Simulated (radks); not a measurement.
Task: Te II, configuration [Kr] 4d10 5s2 5p2.75 6s0.25 (fractional occupations, a model configuration). Calculated with a radial shooting solver on a logarithmic mesh with Libxc functionals: scalar-relativistic Kohn-Sham, r2SCAN, spin-unpolarised, spherical densities, finite nucleus; meta-GGA in the generalised Kohn-Sham scheme; Fermi nuclear charge, rms radius 4.7423 fm. Some entries of the table are withheld. Estimate them.

| orbital | occ. | eigenvalue (eV) | <r^2> (bohr^2) | r(max) (bohr) |
|---|---|---|---|---|
| 1s | 2 | -31695.03 | 0.001049 | 0.01794 |
| 2s | 2 | -4885.769 | (1) | 0.1013 |
| 2p | 6 | -4383.910 | 0.01340 | 0.08125 |
| 3s | 2 | -987.1878 | 0.1181 | 0.2922 |
| 3p | 6 | -822.9398 | 0.1186 | 0.2860 |
| 3d | 10 | -575.0287 | 0.1043 | 0.2383 |
| 4s | 2 | (2) | 0.6625 | (3) |
| 4p | 6 | -127.7493 | 0.7695 | 0.7384 |
| 4d | 10 | (4) | 1.104 | (5) |
| 5s | 2 | -24.9196 | 4.676 | 1.781 |
| 5p | 2.75 | -14.7037 | 6.821 | 2.090 |
| 6s | 0.25 | -5.0180 | (6) | 5.079 |
| 5d | 0 | -3.7936 | 24.45 | 3.446 |
| 6p | 0 | -3.3052 | 50.09 | 6.267 |

Result: 
(1) 2s <r^2> (bohr^2): 0.01693
(2) 4s eigenvalue (eV): -178.8824
(3) 4s r(max) (bohr): 0.7018
(4) 4d eigenvalue (eV): -52.9631
(5) 4d r(max) (bohr): 0.8102
(6) 6s <r^2> (bohr^2): 35.60
